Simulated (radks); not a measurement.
Task: These are the eigenvalues of the occupied orbitals of an atom or ion with whole-number occupations (eV). Method: scalar-relativistic Kohn-Sham, LDA (Slater exchange, Perdew-Wang correlation), spin-polarised, spherical densities, finite nucleus; Fermi nuclear charge, rms radius of each element as measured or else 0.836 A^(1/3) + 0.57 fm; computed with a radial shooting solver on a logarithmic mesh with Libxc functionals.

orbital  eigenvalue
1s down   -55568.69
1s up     -55568.68
2s up     -9409.860
2s down   -9409.707
2p up     -8356.040
2p down   -8355.929
3s up     -2212.941
3s down   -2209.561
3p up     -1890.824
3p down   -1887.467
3d up     -1480.262
3d down   -1477.642
4s up     -546.6909
4s down   -540.1147
4p up     -439.2690
4p down   -432.8550
4d up     -293.9108
4d down   -287.7090
5s up     -157.0438
5s down   -154.4655
4f up     -132.8004
5p up     -126.0653
5p down   -124.0678

Which element is it, and in what charge state? The configuration may be excited. Open shells, if any, are filled with parallel spins first.

Result: Z = 67, holmium, charge +7: Ho7+ in [Xe] 4f6. The list shows which subshells hold electrons but not how many an open one holds; the 1s level, -2042.1 hartree, gives Z - s = 63.9 by -(Z - s)^2/2, which with screening and relativity narrows Z to a few neighbours, and the depths of the outer levels then fix element, charge and occupations together.
